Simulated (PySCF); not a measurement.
SMILES B[Si@H]1C[C@@H]1Cl, C$_{2}$H$_{6}$BClSi

Molfile (atoms numbered from 1):
```
C2H6BClSi
     RDKit          3D

 11 11  0  0  0  0  0  0  0  0999 V2000
    2.1473   -0.2595   -0.0029 B   0  0  0  0  0  0  0  0  0  0  0  0
    0.4402    0.2336    0.6778 Si  0  0  1  0  0  4  0  0  0  0  0  0
   -0.9520    0.7878   -0.5285 C   0  0  0  0  0  0  0  0  0  0  0  0
   -1.1209   -0.6279   -0.0985 C   0  0  2  0  0  0  0  0  0  0  0  0
   -2.4958   -0.9945    0.9284 Cl  0  0  0  0  0  0  0  0  0  0  0  0
    3.0995   -0.2014    0.6747 H   0  0  0  0  0  0  0  0  0  0  0  0
    2.2900   -0.6318   -1.1036 H   0  0  0  0  0  0  0  0  0  0  0  0
    0.0201    0.6733    2.0104 H   0  0  0  0  0  0  0  0  0  0  0  0
   -0.7267    0.9370   -1.5746 H   0  0  0  0  0  0  0  0  0  0  0  0
   -1.6895    1.4865   -0.1632 H   0  0  0  0  0  0  0  0  0  0  0  0
   -1.0068   -1.4005   -0.8459 H   0  0  0  0  0  0  0  0  0  0  0  0
  1  2  1  0
  2  3  1  0
  3  4  1  0
  4  5  1  0
  4  2  1  0
  1  6  1  0
  1  7  1  0
  2  8  1  1
  3  9  1  0
  3 10  1  0
  4 11  1  6
M  END
```

Computed, not measured: TDDFT LC-wPBE/def2-SVPD circular dichroism and optical rotation, one conformer, gas phase in PySCF. Geometry: GFN2-xTB.

Stereocentres: Si2 S, C4 S.

Give the optical rotatory dispersion at 633, 589.3, 546, 436, 405, 365, 355 nm.

[α] in deg dm⁻¹ (g/mL)⁻¹:
| λ (nm) | origin-invariant length gauge | modified velocity gauge | length gauge (centre of mass) | isotropic polarisability (au) |
| --- | --- | --- | --- | --- |
| 633 | +380.6 | +394.0 | +387.4 | 88.4 |
| 589.3 | +460.7 | +476.5 | +469.1 | 89.3 |
| 546 | +570.5 | +589.3 | +581.1 | 90.5 |
| 436 | +1170.6 | +1202.4 | +1195.2 | 96.7 |
| 405 | +1548.0 | +1585.6 | +1583.2 | 100.4 |
| 365 | +2440.9 | +2486.3 | +2508.0 | 109.5 |
| 355 | +2802.2 | +2848.8 | +2885.9 | 113.4 |

And for the mirror image at 589.3 nm?

-460.7 deg dm⁻¹ (g/mL)⁻¹ (origin-invariant length gauge): the same size and the opposite sign.

What is the molar rotation [Φ] = [α]·M/100 of the geometry above at 589.3 nm?

With M = 104.42 g/mol, +481.0 deg cm² dmol⁻¹ (origin-invariant length gauge).

The first excitation lies at 4.24 eV (292 nm) with R = -3.3 × 10⁻⁴⁰ esu² cm² (velocity form).
